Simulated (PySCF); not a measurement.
A structure optimised at B3LYP-D3(BJ)/def2-TZVP, used in a PySCF frequency run:

```
B
N 1 1.3287
H 2 0.9996 1 163.49
H 1 1.2006 2 121.71 3 180.00
H 1 1.2080 4 119.30 2 180.00
```
Charge 0, spin multiplicity 2.

**Question.** Write its SMILES, formula and point group.

**Answer.** B[NH], BH3N, Cs

**Question.** What are its rotational constants (standard atomic weights)?

**Answer.** 225.57, 30.017, 26.491 GHz
